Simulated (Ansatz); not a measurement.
Relaxation of C$_{3}$H$_{6}$GeO (11 atoms, charge 0, multiplicity 1), to a largest force component of 0.015 eV/Å in at most 40 steps.

All numbers below come from RKS PBE-D4/def2-mTZVP in Ansatz 0.2.0.

```xyz
11
Properties=species:S:1:pos:R:3:forces:R:3
C -1.595 0.374 0.708 -1.98 3.13 -0.33
Ge 0.248 0.791 0.475 -1.80 3.71 0.20
C 1.312 -0.642 0.577 2.56 -2.66 -2.71
C 0.980 -0.346 -0.765 0.20 -1.41 -0.29
O 0.946 -0.724 -2.119 1.04 -0.96 1.43
H -1.772 -0.562 1.164 -0.10 -1.23 0.59
H -2.113 0.429 -0.293 0.31 -0.17 0.76
H -2.062 1.212 1.337 0.17 -1.12 -0.58
H 0.719 2.213 0.047 -0.19 0.21 0.62
H 1.923 -1.285 1.265 -0.41 0.30 -0.90
H 0.391 -0.171 -2.723 0.21 0.22 1.20
```

**Question.** Where does it end, and by what steps?

**Answer.** It converged. The force dipped under the threshold on the way, but the program's further checks kept it going. After 15 steps the energy has fallen by 1.449 eV; H7 moved furthest, 0.88 Å.

```csv
step,energy less start (eV),largest force component (eV/Å),accepted
0,0.0000,3.706,yes
1,-1.0752,1.833,yes
2,-1.3806,0.541,yes
3,-1.4259,0.277,yes
4,-1.4362,0.096,yes
5,-1.4408,0.167,yes
6,-1.4440,0.069,yes
7,-1.4467,0.018,yes
8,-1.4420,0.350,no
9,-1.4450,0.122,no
10,-1.4474,0.010,yes
11,-1.4475,0.133,yes
12,-1.4484,0.008,yes
13,-1.4485,0.005,yes
14,-1.4485,0.018,yes
15,-1.4485,0.005,yes
```

```xyz
11
Properties=species:S:1:pos:R:3
C -1.804 0.541 0.792
Ge 0.064 0.831 0.240
C 1.410 -0.555 0.395
C 1.016 -0.434 -0.875
O 1.348 -1.060 -2.036
H -2.038 -0.530 0.737
H -2.495 1.093 0.141
H -1.954 0.884 1.825
H 0.490 2.326 0.226
H 2.110 -1.150 0.983
H 0.829 -0.656 -2.757
```

Run time: 51 s on 2 threads of Intel(R) Xeon(R) Platinum 8259CL CPU @ 2.50GHz (Skylake/Cascade Lake), on a shared host, peak memory 0.21 GiB.
